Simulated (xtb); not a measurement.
I4Si, triplet, at the geometry of the source list (a higher spin typed on purpose: for a closed-shell molecule this is an excited state). Base run: GFN2-xTB run with xtb.

Input for xtb:
```
$ xtb mol.xyz --gfn 2 --uhf 2 --json

# file mol.xyz
5

I      2.20510000    -1.03010000     0.43950000
Si    -0.00000000     0.00000000    -0.00000000
I     -1.45120000    -1.62600000    -1.16910000
I     -1.04890000     0.64860000     2.14380000
I      0.29500000     2.00750000    -1.41410000
```

Each row names what was changed in the base input (with any setting that the change needs).

| change | ΔE vs base (kcal/mol) | G_solv (kcal/mol) | SCF cycles |
|---|---|---|---|
| base | 0.000 | - | 23 |
| alpb = cs2 | -14.48 | -14.59 | 21 |
| gbsa = water | -5.79 | -5.94 | 20 |
| acc = 0.1 | 0.000 | - | 28 |
| acc = 0.0001 | 0.000 | - | 36 |
| etemp = 5000 | -35.06 | - | 13 |
| alpb = chcl3 | -16.11 | -16.34 | 20 |
| alpb = water | -5.19 | -5.22 | 21 |
| acc = 30 | 0.000 | - | 18 |

ALPB and GBSA are two models with their own fitted parameters for each solvent, which aren't always the measured dielectric constant.
